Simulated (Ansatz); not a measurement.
Geometry optimisation, RKS CAM-B3LYP/def2-SVP (Ansatz).

Input:

```yaml
crystal:
  periodic: [false, false, false]
  atoms:
    - { symbol: W, position_ang: [0.507833, 0.218409, -0.247449] }
    - { symbol: H, position_ang: [0.843707, -0.612799, 2.53121] }
    - { symbol: F, position_ang: [1.350073, -1.463519, -0.254397] }
    - { symbol: H, position_ang: [-0.859472, 0.634141, -1.131295] }
    - { symbol: H, position_ang: [-0.778489, 0.844099, 0.605957] }
    - { symbol: H, position_ang: [-0.785103, -0.806455, 0.002508] }
    - { symbol: H, position_ang: [0.699454, 0.755299, -1.841697] }
    - { symbol: O, position_ang: [1.3873, 1.589986, 0.748424] }
    - { symbol: H, position_ang: [1.108878, 2.158548, 1.480082] }
    - { symbol: H, position_ang: [1.062319, 0.05849, 2.325058] }
basis:
  gaussian: { orbitals: def2-SVP }
hamiltonian:
  xc: cam_b3lyp
relax:
  f_tol: 0.03
  max_steps: 50
output:
  orbitals: {}
```

Command:

```bash
$ ansatz run input.yaml --threads 4 --pin off --max-ram 5120MiB --backend cpu --events-out ev --progress --plain --runs-dir out
```

Question: Where does it end, and by what steps?

Answer: The run converged. The force dipped under the threshold on the way, but the program's further checks kept it going. After 47 steps the energy has fallen by 0.160 eV; H10 moved furthest, 2.27 Å.

| step | energy less start (eV) | largest force component (eV/Å) | accepted |
| --- | --- | --- | --- |
| 0 | 0.0000 | 1.023 | yes |
| 2 | -0.1223 | 0.136 | yes |
| 4 | -0.1361 | 0.092 | yes |
| 6 | -0.1377 | 0.079 | yes |
| 8 | -0.1388 | 0.110 | yes |
| 10 | -0.1386 | 0.296 | no |
| 12 | -0.1419 | 0.068 | yes |
| 14 | -0.0404 | 1.700 | no |
| 16 | -0.1437 | 0.051 | yes |
| 18 | -0.1447 | 0.065 | yes |
| 20 | -0.1454 | 0.068 | yes |
| 22 | -0.1462 | 0.207 | yes |
| 24 | -0.1492 | 0.050 | yes |
| 26 | -0.1497 | 0.007 | yes |
| 28 | -0.1499 | 0.148 | no |
| 30 | -0.1512 | 0.063 | yes |
| 32 | -0.1525 | 0.201 | yes |
| 34 | -0.1537 | 0.030 | yes |
| 36 | -0.1544 | 0.261 | yes |
| 38 | -0.1565 | 0.044 | yes |
| 40 | -0.1573 | 0.225 | yes |
| 42 | -0.1585 | 0.050 | yes |
| 44 | -0.1587 | 0.077 | no |
| 46 | -0.1595 | 0.034 | yes |
| 47 | -0.1597 | 0.030 | yes |

```xyz
10
Properties=species:S:1:pos:R:3
W 0.404 0.526 -0.336
H 1.407 -1.633 2.886
F 1.130 -0.941 0.589
H -0.814 0.526 -1.501
H -0.941 1.463 -0.020
H -0.995 -0.267 0.123
H 0.856 0.379 -1.958
O 1.192 2.138 0.189
H 0.822 2.925 0.606
H 1.476 -1.740 3.640
```

Time of the run: 67 s on 4 threads of Intel(R) Xeon(R) Platinum 8488C (Sapphire Rapids), on a shared host, peak memory 0.24 GiB.
